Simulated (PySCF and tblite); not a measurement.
C7H7F, numbered as in [CH:1]#[C:2][C@@H:3]([CH3:4])[C@H:5]([F:6])[C:7]#[CH:8].

Conformers came from 60 starts (ETKDG and KDG, MMFF94s, GFN2-xTB); geometries are GFN2-xTB. Weights use PBE0-D3(BJ)/def2-SVP (IEF-PCM, dichloromethane) energies plus GFN2-xTB zero-point and thermal terms (modes under about 100 cm⁻¹ blended into free rotors). Symmetry numbers and mirror images are counted. Conformers within 2.5 kcal/mol (GFN2-xTB free energy) were kept, 5 at most. Couplings: B3LYP/pcSseg-1 with pcJ-1 on H, F (gas phase; spin-dipole term only for pairs with B, N, F, Si or P). Couplings are for ¹⁹F, ¹H. (PySCF 2.14, tblite 0.8.)

Torsions listed: C4–C3–C5–F6.

```json
{"conformer": "1", "shape": "-61°", "weight %": "38.3"}
{"conformer": "2", "shape": "56°", "weight %": "35.3"}
{"conformer": "3", "shape": "-170°", "weight %": "26.4"}
```

Dihedral angles along the coupling paths:

```csv
coupling,conformer,dihedral (°)
"³J(H3,F6)",1,59
"³J(H3,F6)",2,176
"³J(H3,F6)",3,-50
"³J(H3,H5)",1,175
"³J(H3,H5)",2,-68
"³J(H3,H5)",3,66
```

What are these vicinal couplings in each conformer, and averaged?


```tsv
coupling	conformer	dihedral (°)	J (Hz)	average (Hz)
³J(H3,F6)	1	59	7.5	13.2
³J(H3,F6)	2	176	22.1	13.2
³J(H3,F6)	3	-50	9.7	13.2
³J(H3,H5)	1	175	10.9	5.7
³J(H3,H5)	2	-68	1.6	5.7
³J(H3,H5)	3	66	3.8	5.7
```

Computed couplings to fluorine can be off by tens of per cent at such levels.
